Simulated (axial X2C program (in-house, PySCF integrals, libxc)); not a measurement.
Low determinants of Pm⁺

Computed with an in-house all-electron X2C program for linear molecules (integrals from PySCF), basis dyall-v3z (cores contracted in-house), spin-free (one-electron X2C) and two-component (2c, atomic mean-field Coulomb and Gaunt terms). Energies in eV from the lowest row of each column (rows without correlated energies are left out; n/a marks j-coupled starts, which PBE0 does not hold); electrons by l are Mulliken totals of the Hartree–Fock solution, and PBE0 can relax to another configuration under the same block occupation. Coupled cluster uses truncated natural virtuals with an MP2 remainder. Frozen shells in the correlated columns: 4 s, 3 p, 2 d.

Spin-free determinants:

```csv
electrons by l,"M_S, M_L",HF,MP2,PBE0
s11 p24 d20 f5,"3, 5",0.00,0.00,0.29
s11 p24 d20 f5,"3, 2",0.20,0.14,0.01
s11 p24 d20 f5,"2, 5",0.14,0.16,0.53
s11 p24 d20 f5,"3, 3",0.30,0.21,0.00
s11 p24 d20 f5,"3, 0",0.31,0.24,0.16
s11 p24 d20 f5,"2, 3",0.44,0.38,0.24
s10 p24 d21 f5,"3, 6",0.87,0.88,0.93
s10 p24 d21 f5,"3, 4",1.27,1.22,0.91
```

Two-component determinants:

| electrons by l | 2M_J | HF | MP2 | PBE0 |
| --- | --- | --- | --- | --- |
| s11 p24 d20 f5 | 4 | 0.00 | 0.00 | 0.21 |
| s11 p24 d20 f5 | 2 | 0.12 | 0.09 | 0.00 |
| s11 p24 d20 f5 | 6 | 0.14 | 0.16 | 0.45 |
| s11 p24 d20 f5 | 4 | 0.26 | 0.25 | 0.24 |
| s11 p24 d20 f5 | 2 | 0.37 | 0.32 | 0.12 |
| s11 p24 d20 f5 | 2 | 0.55 | 0.48 | 0.28 |
| s11 p24 d20 f5 | 6 | 0.60 | 0.53 | 0.38 |
| s11 p24 d20 f5 | 10 | 0.60 | 0.55 | 0.36 |

Ground level as tabulated from the NIST Atomic Spectra Database (leading term): 2S+1 = 7, L = 5, J = 2.

Spin-free rows of one term, and 2c rows of one J level, should be degenerate; broken spherical symmetry, the missing current term of PBE0 and determinants that mix terms or J levels spread them. The search is wide but not exhaustive and can miss a configuration; gaps between s and d configurations can be off by some tenths of an eV with this basis and core.

The run took 2.6 min on 1 thread of Arm Neoverse V1 (shared host).
